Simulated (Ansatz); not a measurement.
**Loss of C2H6: C2H6GeO → GeO + C2H6**

Species: C2H6GeO `C[CH2][Ge][OH]`, singlet; GeO, singlet; C2H6 (ethane) `CC`, singlet. 

Shapes, held fixed at every level: PBE0-D4/def2-TZVP. Flexible molecules stand in one conformer, not always the lowest. Programs: Ansatz 0.2.0. The zero-point and thermal change to 298 K, harmonic and unscaled (PBE0-D4/def2-TZVP), is -0.8 kJ/mol.

Estimate ΔH(298 K) of this reaction.

The highest level, CCSD(T)/def2-TZVPP, gives ΔH(298 K) = +18.5 kJ/mol; the levels span -19.7 to +45.5. They disagree on the sign: 7 of 8 are positive. The column of differences is taken from that level and isn't an error. No measured value is set beside it here. T1 is large for GeO, so single-reference values are less sure there. Relativity is left out for Ge unless named. Correlated rows may include outer-core shells of Ge, which these sets cover unevenly.

```json
{"level": "PBE-D4/def2-TZVPP", "kind": "GGA", "ΔH(298 K) (kJ/mol)": "+24.7", "less CCSD(T)/def2-TZVPP": "+6.2"}
{"level": "r2SCAN0-D4/def2-TZVPP", "kind": "global hybrid", "ΔH(298 K) (kJ/mol)": "+45.5", "less CCSD(T)/def2-TZVPP": "+27.0"}
{"level": "wB97M-V/def2-TZVPP", "kind": "range-separated hybrid", "ΔH(298 K) (kJ/mol)": "+34.0", "less CCSD(T)/def2-TZVPP": "+15.5"}
{"level": "B2PLYP/def2-TZVPP", "kind": "double hybrid", "ΔH(298 K) (kJ/mol)": "+0.4", "less CCSD(T)/def2-TZVPP": "-18.1"}
{"level": "MP2/def2-SVP", "kind": "perturbation theory", "ΔH(298 K) (kJ/mol)": "-19.7", "less CCSD(T)/def2-TZVPP": "-38.2"}
{"level": "MP2/def2-TZVPP", "kind": "perturbation theory", "ΔH(298 K) (kJ/mol)": "+4.3", "less CCSD(T)/def2-TZVPP": "-14.2"}
{"level": "CCSD/def2-TZVPP", "kind": "coupled cluster or CI", "ΔH(298 K) (kJ/mol)": "+28.2", "less CCSD(T)/def2-TZVPP": "+9.7"}
{"level": "CCSD(T)/def2-TZVPP", "kind": "coupled cluster or CI", "ΔH(298 K) (kJ/mol)": "+18.5", "less CCSD(T)/def2-TZVPP": "0.0"}
```
